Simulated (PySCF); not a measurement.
**How methods differ on the ionisation energy of Tl⁺**

Tl⁺ [Xe] 4f14 5d10 6s2 (1S) → Tl²⁺ [Xe] 4f14 5d10 6s1 (2S), as a difference of total energies. Calculation: PySCF 2.14, in aug-cc-pVDZ-PP with ECP60MDF; scalar relativity through the core potential. Correlated levels: valence: 5s2 5p6 5d10 frozen. The calculations carry no spin-orbit coupling.

| method | ionisation energy (eV) |
| --- | --- |
| UHF | 18.372 |
| MP2 (valence) | 18.844 |
| SCS-MP2 (valence) | 18.939 |
| CCSD (valence) | 19.068 |

Problem. Estimate what M06-L gives.

Solution. 19.961 eV, closest to CCSD (valence) among the rows shown.

Problem. Estimate what PBE0 gives.

Solution. 20.177 eV, closest to CCSD (valence) among the rows shown.

Errors of the correlated levels include the incompleteness of this basis and the frozen core.

With two correlated electrons CCSD is exact in that space.

For comparison: 20.428 eV (measured; NIST Atomic Spectra Database, ionization energies).
